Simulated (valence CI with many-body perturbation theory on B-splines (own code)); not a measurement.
# Questions on Nb34+

Computed by valence CI with perturbative core correlation (CI+MBPT): five valence electrons over a frozen Dirac-Fock core [He], radial functions for each j: 9 s, 9 p, 8 d, 6 f, 3 g, 1 h, with the one-electron correlation potential Σ1, the two-electron term Σ2, the three-electron term Σ3, Breit, model QED; selected CI, second order for the rest (own B-spline code, finite nucleus).

The last digits are not significant, and no measured levels were compared; by estimate large intervals hold to a few tenths of a per cent, small ones and those within an open d or f shell to about a per cent. Among the levels kept, up to 2100 cm⁻¹ of a level comes from second order outside the variational space, and about a tenth of that is noise between levels of different J, which matters for small intervals.

Levels are named by their leading jj configuration (3d3/2^4 stands for four electrons in 3d with j = 3/2), which in mixed levels can hold well under half, so a name can repeat and another be missing.

Rates and lifetimes use the calculated energies. Strong lines usually hold to 10 to 20 %, long lifetimes can be off by a factor of two.

What is the ground level?

(2s^2 2p1/2^2 2p3/2) J=3/2, composition 41 % 2s2 2p3 2P° + 37 % 2s2 2p3 4S° + 22 % 2s2 2p3 2D°, g = 1.453.

How well does LS coupling describe the low levels?

Among the lowest 20 levels the leading LS term, summed over configurations, holds 65 % on average. For single configurations the figures are 65 % in LS and 95 % in jj coupling. Terms mix most in the J = 3/2 level at 20939 × 10³ cm⁻¹, where the leading one holds 28 %.

Among levels below 23051 × 10³ cm⁻¹, which E1 lines absorb most strongly from the ground level?

to (2s^2 2p1/2^2 3d5/2) J=5/2 at 0.4665 nm, f = 0.410; to (2s^2 2p1/2 2p3/2 3d3/2) J=3/2 at 0.4495 nm, f = 0.384; to (2s^2 2p1/2 2p3/2 3d3/2) J=5/2 at 0.4498 nm, f = 0.339.

Name the longest-lived excited levels whose lifetime is computed, and their main decay.

(2s^2 2p1/2 2p3/2^2) J=5/2 at 833.70 × 10³ cm⁻¹ lives 723 ns, mostly by M1 to (2s^2 2p1/2^2 2p3/2) J=3/2; (2s^2 2p1/2 2p3/2^2) J=1/2 at 997.13 × 10³ cm⁻¹ lives 138 ns, mostly by M1 to (2s^2 2p1/2^2 2p3/2) J=3/2; (2s^2 2p1/2 2p3/2^2) J=3/2 at 709.83 × 10³ cm⁻¹ lives 132 ns, mostly by M1 to (2s^2 2p1/2^2 2p3/2) J=3/2.

What are the static dipole polarisabilities of the lowest levels?

(2s^2 2p1/2^2 2p3/2) J=3/2 0.00141 (tensor 0.00021); (2s^2 2p1/2 2p3/2^2) J=3/2 0.00169 (tensor 0.00011); (2s^2 2p1/2 2p3/2^2) J=5/2 0.00157 (tensor 0.00011) bohr³, of which the core gives 3.00e-06.
